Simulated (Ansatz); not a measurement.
One change: `C[O][GeH]([F])[S]C` becomes `C[O][GeH]([Cl])[S]C`.

Ansatz, PBE0-D4/def2-TZVP geometries, multiplicity 1. Each molecule was computed in one conformer, which needn't be the lowest.

Scalar relativity is left out up to krypton.

```csv
property,`C[O][GeH]([F])[S]C`
LUMO energy (PBE0/def2-TZVPP) / eV,-0.20
LUMO energy (B3LYP/def2-TZVPP) / eV,-0.47
HOMO energy (ωB97M-V/def2-TZVPP) / eV,-9.50
HOMO energy (B3LYP/def2-TZVPP) / eV,-7.05
HOMO–LUMO gap (PBE/def2-TZVPP) / eV,4.90
LUMO energy (ωB97M-V/def2-TZVPP) / eV,1.67
```

Problem. Give the same properties after the change, and the shifts. (An estimate is asked.)

Solution. Computed: 
| property | `C[O][GeH]([Cl])[S]C` | shift |
| --- | --- | --- |
| LUMO energy (PBE0/def2-TZVPP) / eV | -0.21 | -0.01 |
| LUMO energy (B3LYP/def2-TZVPP) / eV | -0.53 | -0.06 |
| HOMO energy (ωB97M-V/def2-TZVPP) / eV | -9.52 | -0.02 |
| HOMO energy (B3LYP/def2-TZVPP) / eV | -7.06 | -0.01 |
| HOMO–LUMO gap (PBE/def2-TZVPP) / eV | 4.84 | -0.06 |
| LUMO energy (ωB97M-V/def2-TZVPP) / eV | 1.73 | 0.06 |

B3LYP here is the variant with VWN-RPA as its local correlation; programs differ in this.
